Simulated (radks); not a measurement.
The numbers below are computed, except where a source is named.
Q: The mean radii <r> (bohr) of the occupied orbitals of an atom or ion are listed with their occupations. Code: a radial shooting solver on a logarithmic mesh with Libxc functionals. Model: scalar-relativistic Kohn-Sham, B86b exchange with PBE correlation, spin-unpolarised, spherical densities, point nucleus.

orbital  occ.      <r>
1s          2  0.02073
2s          2  0.08808
2p          6  0.07806
3s          2   0.2298
3p          6   0.2288
3d         10   0.2078
4s          2   0.5188
4p          6   0.5501
4d         10   0.5966
5s          2    1.276
5p          6    1.510
4f         11   0.8425

Name the element and its charge.

A: Z = 67, holmium, charge +2: Ho2+ in [Xe] 4f11. The 1s radius gives Z: for a bare nucleus <r> = (2 gamma + 1)/(2Z) with gamma = sqrt(1 - (Z/c)^2), 0.02048 bohr for Z = 67, and screening makes it slightly larger (0.02073 here). The occupations add up to 65, and the charge is Z minus that.
